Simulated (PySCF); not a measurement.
# Dipole response of Al⁻ (aluminium, charge -1)

[Ne] 3s2 3p2, high-spin 3P determinant. All numbers are calculated (PySCF 2.14, the non-relativistic Hamiltonian (point nucleus), in aug-cc-pwCVQZ (10s9p7d5f3g, 134 functions)). Coupled (time-dependent) response in atomic units; α is the mean over directions.

| method | mean α (bohr³) | α xx, yy, zz | C₆ (like pair) | S(−4) |
| --- | --- | --- | --- | --- |
| LC-wPBE | 283.7 | 152.8, 349.2, 349.2 | 5033 | 60910 |

S(−4) is the Cauchy moment in α(ω) = α(0) + S(−4) ω² + …

α(iu) at LC-wPBE:

```tsv
u (hartree)	α(iu) (bohr³)
0	283.7
0.0500	196.3
0.100	118.0
0.200	53.77
0.300	30.24
0.500	13.26
0.750	6.552
1.00	3.938
1.50	1.942
2.00	1.198
3.00	0.6262
5.00	0.2842
```

For an ion, C₆ is the dispersion term alone; charge-induced terms of lower order in 1/R come first.

The components differ because the open shell of this determinant is not spherical; for a pure term their mean is the scalar polarisability.
